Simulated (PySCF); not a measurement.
## Stretching HI

Set-up: H def2-TZVP, I def2-TZVP with ECP28; scalar-relativistic core potentials (PySCF 2.14). Energies in eV from H + I in their ground configurations at the same level. State: ¹Σ⁺ (singlet), closed shell.

All columns are PBE0. A positive dipole means H(−)I(+).

| R (Å) | E (eV) | μ (D) | Mulliken charge on H (basis-dependent) | HOMO (eV) | LUMO (eV) | Mayer bond order | ⟨S²⟩ |
| --- | --- | --- | --- | --- | --- | --- | --- |
| 1.386 | -2.635 | -0.52 | 0.13 | -7.99 | 0.48 | 0.98 | 0.00 |
| 1.451 | -3.030 | -0.51 | 0.14 | -7.97 | 0.12 | 0.98 | 0.00 |
| 1.515 | -3.254 | -0.51 | 0.14 | -7.96 | -0.25 | 0.98 | 0.00 |
| 1.564 | -3.336 | -0.51 | 0.15 | -7.95 | -0.52 | 0.97 | 0.00 |
| 1.612 | -3.359 | -0.51 | 0.15 | -7.93 | -0.80 | 0.97 | 0.00 |
| 1.660 | -3.335 | -0.51 | 0.15 | -7.92 | -1.08 | 0.97 | 0.00 |
| 1.725 | -3.246 | -0.52 | 0.15 | -7.91 | -1.44 | 0.97 | 0.00 |
| 1.805 | -3.068 | -0.53 | 0.15 | -7.90 | -1.89 | 0.97 | 0.00 |
| 1.902 | -2.789 | -0.54 | 0.15 | -7.89 | -2.39 | 0.97 | 0.00 |
| 2.031 | -2.357 | -0.56 | 0.14 | -7.88 | -3.01 | 0.97 | 0.00 |

A fit through these points gives, at Re = 1.610 Å, μ = -0.51 D and dμ/dR = -0.0329 D/Å; the reduced mass is 0.9999 u.

Problem. How strong is the fundamental in the double-harmonic approximation, I = 42.26·(dμ/dR)²/μred km/mol?

Solution. I = 42.26·(-0.0329)²/0.9999 = 0.0457 km/mol at PBE0.

Spin–orbit coupling is left out, which matters for elements this heavy, above all for dissociation energies.
